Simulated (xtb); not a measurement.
A run for xtb: GFN2-xTB on GaP, 2S+1 = 3, a point of a bond scan (R = 3.385 Å).

```
$ xtb mol.xyz --gfn 2 --sp --chrg 0 --uhf 2
2

Ga    -0.00000000    -0.00000000    -0.73586092
P      0.00000000     0.00000000     2.64909929
```

What total energy does the run end on?

-3.5815 hartree.
